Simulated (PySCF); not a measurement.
Peak assignment

Atoms are numbered as in `[CH3:1]/[N:2]=[CH:3]\[C:4]1=[CH:5][C@@H:6]2[CH:7]=[CH:8][C@H:9]12`; H(Xn) means a hydrogen on atom n.

Computed data (PySCF): PBE0/pcSseg-1 with gauge-including orbitals, GFN2-xTB geometry. A single conformation, rapidly exchanging positions averaged, non-relativistic Hamiltonian, isolated molecule.

Scale: ¹³C (186.93 ppm), ¹H (31.72 ppm) against TMS (reference shieldings calculated alike).

Problem. Assign these signals to the numbered atoms. ¹³C{¹H} NMR (computed): δ 162.4, 158.6, 154.6, 153.9, 153.9, 53.4, 51.6, 44.6.

Solution. 
162.4 → C3, C=N carbon
158.6 → C5, alkene CH: the olefinic region
154.6 → C8, alkene CH
153.9 → C4, fully substituted alkene carbon: the olefinic region
153.9 → C7, alkene CH: the olefinic region
53.4 → C9, allylic sp3 CH: aliphatic region, no heteroatom directly attached
51.6 → C6, allylic sp3 CH
44.6 → C1, methyl carbon bonded to N: the inductive effect lowers its shielding

C8 and C4; C4 and C7; C9 and C6 lie closer than the usual error of such a calculation, so a measured spectrum could show them in the other order.

Problem. Assign these signals to the numbered atoms. ¹H NMR (400 MHz, computed): δ 8.25 (s, 1H), 7.07 (m, 1H), 6.94 (d, 1H), 6.94 (m, 1H), 4.15 (m, 1H), 4.03 (m, 1H), 3.68 (s, 3H).

Solution. 
| δ (ppm) | atoms | environment | reason |
| --- | --- | --- | --- |
| 8.25 | H(C3) | hydrogen on a C=N carbon | – |
| 7.07 | H(C8) | hydrogen on an alkene CH | attached to an sp2 carbon and in the plane of the double bond |
| 6.94 | H(C5) | hydrogen on an alkene CH | – |
| 6.94 | H(C7) | hydrogen on an alkene CH | – |
| 4.15 | H(C9) | hydrogen on an allylic sp3 CH | – |
| 4.03 | H(C6) | hydrogen on an allylic sp3 CH | – |
| 3.68 | H(C1) | hydrogen on a methyl carbon bonded to N | its carbon carries N, an electronegative neighbour |

H(C5) and H(C7) lie closer than the usual error of such a calculation, so a measured spectrum could show them in the other order.

Shifts are as computed. Against solution values, carbons near 30 ppm lie about +3 ppm off and those near 130 ppm about +5 ppm. Of 1211 compounds with measured shifts, 218 miss one by over three times the rms of a fit or turn the order of signals round; such compounds aren't used in these exercises. Multiplicities follow the n + 1 count of equivalent neighbours, as no J values were calculated; m marks all less simple cases, F and P coupling included.
